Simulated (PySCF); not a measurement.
In(H)2(NMe2) (C₂H₈InN), SMILES [N](C)([InH2])C.

The structure is a stationary point at B3LYP-D3(BJ)/def2-SVP. The structure was generated by enumeration; whether it is a known compound was not checked. The def2 effective core potentials stand for the cores of In; spin–orbit coupling is left out.

Method: IEF-PCM-B3LYP/def2-SVP (PySCF).

The values are the electrostatic part of the solvation free energy, E(continuum) − E(gas) at the gas-phase geometry, in a cavity of scaled van der Waals radii (PySCF's table); cavitation and dispersion terms are not included. A continuum can't describe solvent molecules that bind to the metal. In vacuum the orbital gap is 4.26 eV. The dipole moment in vacuum is 0.22 D.

Problem. Estimate the values in water (ε = 78.36), methanol (ε = 32.61), 2-propanol (ε = 19.26). (The exact figures need the calculation; the answer reports its results.)

Solution. 
| solvent | ε | ΔG(elec) (kcal/mol) | dipole (D) | gap (eV) |
|---|---|---|---|---|
| water | 78.36 | -1.9 | 0.08 | 4.43 |
| methanol | 32.61 | -1.9 | 0.08 | 4.43 |
| 2-propanol | 19.26 | -1.8 | 0.09 | 4.42 |
